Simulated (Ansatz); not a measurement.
Cost and result for the atomization energy of `NBOCCF` (13 atoms, 12 bonds).

```xyz
13

N    -0.839    1.146   -2.174
B     0.045    0.507   -1.300
O    -0.458   -0.386   -0.394
C     0.370   -0.987    0.566
C     0.133   -0.403    1.931
F     0.584    0.903    1.981
H    -0.531    1.804   -2.864
H    -1.833    0.997   -2.148
H     1.224    0.725   -1.359
H     1.427   -0.873    0.300
H     0.139   -2.058    0.606
H     0.675   -0.979    2.687
H    -0.935   -0.398    2.168
```

The species carries charge 0 and has multiplicity 1. The geometry is a stationary point of PBE0-D4/def2-TZVP. It is one conformer, not always the lowest. Program: Ansatz. All runs use 4 threads of an Arm Neoverse V2 on a shared host. Times are those of one run each, without the atoms' runs, and a repeat can differ threefold. Electronic energies, without spin–orbit coupling; frozen cores. CCSD(T)/CBS adds CCSD(T) − MP2 in def2-TZVPP to the MP2 limit, and its time is that of the two runs behind it. T1 = 0.012. B3LYP takes the VWN-RPA correlation (the form of Gaussian; ORCA's B3LYP/G).

CCSD(T)/CBS is a level of theory with its own doubt, some kJ/mol a heavy atom from the limit and from the frozen cores, so smaller differences don't rank the functionals.

```json
{"level": "PBE-D4/def2-TZVPP (with forces)", "functions": "284", "wall time": "2.4 s", "atomization (kJ/mol)": "5297.0", "difference from CCSD(T)/CBS": "141.4", "per bond": "11.8"}
{"level": "PBE0-D4/def2-TZVPP", "functions": "284", "wall time": "2.5 s", "atomization (kJ/mol)": "5183.5", "difference from CCSD(T)/CBS": "27.9", "per bond": "2.3"}
{"level": "B3LYP-D4/def2-TZVPP (with forces)", "functions": "284", "wall time": "3.9 s", "atomization (kJ/mol)": "5178.8", "difference from CCSD(T)/CBS": "23.2", "per bond": "1.9"}
{"level": "r2SCAN-D4/def2-TZVPP (with forces)", "functions": "284", "wall time": "4.2 s", "atomization (kJ/mol)": "5176.6", "difference from CCSD(T)/CBS": "21.0", "per bond": "1.7"}
{"level": "B2PLYP/def2-TZVPP", "functions": "284", "wall time": "5 s", "atomization (kJ/mol)": "5125.8", "difference from CCSD(T)/CBS": "-29.8", "per bond": "-2.5"}
{"level": "ωB97X-V/def2-TZVPP", "functions": "284", "wall time": "7 s", "atomization (kJ/mol)": "5178.1", "difference from CCSD(T)/CBS": "22.5", "per bond": "1.9"}
{"level": "ωB97M-V/def2-TZVPP (with forces)", "functions": "284", "wall time": "10 s", "atomization (kJ/mol)": "5189.9", "difference from CCSD(T)/CBS": "34.3", "per bond": "2.9"}
{"level": "MP2/def2-QZVPP", "functions": "552", "wall time": "24 s", "atomization (kJ/mol)": "5206.8", "difference from CCSD(T)/CBS": "51.2", "per bond": "4.3"}
{"level": "CCSD(T)/def2-TZVPP", "functions": "284", "wall time": "4.7 min", "atomization (kJ/mol)": "5023.7", "difference from CCSD(T)/CBS": "-131.9", "per bond": "-11.0"}
{"level": "CCSD(T)/CBS(def2)", "functions": "–", "wall time": "5.1 min", "atomization (kJ/mol)": "5155.6", "difference from CCSD(T)/CBS": "0.0", "per bond": "0.0"}
```

In def2-TZVPP, CCSD(T) changes the Hartree–Fock value by +1275.1 kJ/mol (the triples alone add +74.5 kJ/mol) and MP2 by +1380.1 kJ/mol; breaking electron pairs costs correlation energy, which Hartree–Fock lacks. From PBE to PBE0 (25 % exact exchange), in def2-TZVPP and without D4, the atomization energy moves by −110.3 kJ/mol: exact exchange takes away binding that semilocal exchange gives to molecules. The D4 term adds +32.2 kJ/mol with B3LYP and +17.1 kJ/mol with PBE0; it sums over pairs of atoms, weighted by their polarisabilities, and B3LYP, whose exchange is more repulsive, gets the larger term.
